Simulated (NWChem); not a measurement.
Species: BNH3 cation

```xyz
5

B      0.0000     0.0000    -0.7891
N      0.0000     0.0000     0.5312
H      0.0000     0.0000    -1.9619
H      0.0000     0.8564     1.0947
H      0.0000    -0.8564     1.0947
```
Atoms are numbered in this order, from 1.

All runs: NWChem. Pople sets run with spherical d functions. Geometry: optimised at B3LYP/6-31G* (spherical d). Hybrids' shares of exact exchange are those that their runs print; pure functionals count as 0. The functionals differ in more than this share.

```csv
row,share of exact exchange,highest occupied level (eV)
PBE/6-31G*,0.00,-15.36
B97-D/6-31G*,0.00,-15.31
B3LYP/6-31G*,0.20,withheld
PW6B95/6-31G*,0.28,-16.88
MPW1K/6-31G*,0.43,-17.85
```

Q: Fit a straight line of the last column on the one before it, predict the withheld value, and compare with the run.

A: 
1. Means of the 4 shown rows: x = 0.177, y = -16.350. Slope Σ(x − x̄)(y − ȳ)/Σ(x − x̄)² = -0.7934/0.1373 = -5.780; intercept -15.324.
2. The shown rows scatter about the line by 0.042 (root mean square); the largest residual is +0.06, at PW6B95/6-31G*.
3. At x = 0.20 (B3LYP/6-31G*; inside the shown range) the line gives -16.48.
4. The run gives -16.50, -0.02 from the line, 0.5 times the scatter.
